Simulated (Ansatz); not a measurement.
Ansatz (a program for electronic structure) input (CCSD(T)/aug-cc-pV(D+d)Z):
A basis named .json is the Basis Set Exchange file of that set.

Ansatz 0.2 input:
```yaml
crystal:
  periodic: [false, false, false]
  atoms:
    - {symbol: Si, position_ang: [-1.09196161, -0.41577761, 0.17444630]}
    - {symbol: S, position_ang: [1.02738743, 0.42233449, -0.26092314]}
    - {symbol: H, position_ang: [-1.02486916, -0.84467181, 1.57607692]}
    - {symbol: H, position_ang: [-1.88919264, 0.78418361, -0.10411425]}
    - {symbol: H, position_ang: [-1.14302774, -1.48132274, -0.83306849]}
    - {symbol: H, position_ang: [1.74924731, -0.59625727, 0.25757221]}
    - {symbol: H, position_ang: [1.15710591, 1.20160281, 0.83605558]}
basis:
  gaussian:
    orbitals: aug-cc-pV_D+d_Z.json
total_charge: 1
magnetization: {spin_polarized: false}
correlation: {method: ccsd_t, electrons: outside_noble_gas}
output: {forces: true}
```

Output:

```
Functional definition: HF
integrals: 0.17 GiB planned
1076 factors; integrals over basis functions are off by at most 8.8e-4 eV
mean field: 0.34 GiB planned
mean field evaluation 1: about -18750.7348 eV, gradient 1.6e1 eV
mean field evaluation 2: about -18750.8422 eV, gradient 1.6e1 eV
mean field evaluation 4: about -18752.0821 eV, gradient 1.8e0 eV
mean field evaluation 8: about -18752.1020 eV, gradient 7.6e-2 eV
mean field evaluation 16: about -18751.8253 eV, gradient 5.2e0 eV
mean field -18752.10207506 eV, -689.1270406273 hartree, gradient 1.3e-6 eV, S^2 0.000000; 0 other end points of the search recorded, 0 dependent functions left out
10 core orbitals not correlated
reference -18752.10207506 eV, -689.1270406273 hartree; 7, 7 occupied and 92, 92 virtual orbitals, 1076 factors
densities: 0.66 GiB planned
second order -6.88269177 eV of doubles, -0.00000000 eV of singles
coupled cluster: 0.43 GiB planned
cycle   1  -7.82177216 eV  change   -9.4e-1 eV  update   7.0e-2
cycle   2  -8.15307021 eV  change   -3.3e-1 eV  update   2.4e-2
cycle   3  -8.16953888 eV  change   -1.6e-2 eV  update   5.7e-3
cycle   4  -8.16781159 eV  change    1.7e-3 eV  update   1.9e-3
cycle   5  -8.16722573 eV  change    5.9e-4 eV  update   5.8e-4
cycle   6  -8.16716599 eV  change    6.0e-5 eV  update   1.8e-4
cycle   7  -8.16718471 eV  change   -1.9e-5 eV  update   5.7e-5
cycle   8  -8.16719164 eV  change   -6.9e-6 eV  update   1.8e-5
cycle   9  -8.16718908 eV  change    2.6e-6 eV  update   5.3e-6
perturbative correction -0.22784705 eV, -0.0083732246 hartree
the calculation of the forces begins
Total energy: -18760.49711119 eV, -689.4355525147 hartree
Atom 0 at    -1.091962    -0.415778     0.174446 Å, force    -0.084285    -0.035806     0.025007 eV/Å
Atom 1 at     1.027387     0.422334    -0.260923 Å, force     0.033242     0.101948    -0.282817 eV/Å
Atom 2 at    -1.024869    -0.844672     1.576077 Å, force     0.011391    -0.034755     0.119675 eV/Å
Atom 3 at    -1.889193     0.784184    -0.104114 Å, force    -0.072804     0.106400    -0.024057 eV/Å
Atom 4 at    -1.143028    -1.481323    -0.833068 Å, force    -0.006151    -0.095971    -0.089173 eV/Å
Atom 5 at     1.749247    -0.596257     0.257572 Å, force     0.101027    -0.147591     0.084921 eV/Å
Atom 6 at     1.157106     1.201603     0.836056 Å, force     0.017579     0.105775     0.166444 eV/Å
Dipole moment:     0.173190    -0.011155     0.211948 e Å
```

It need not be the lowest isomer of its formula.
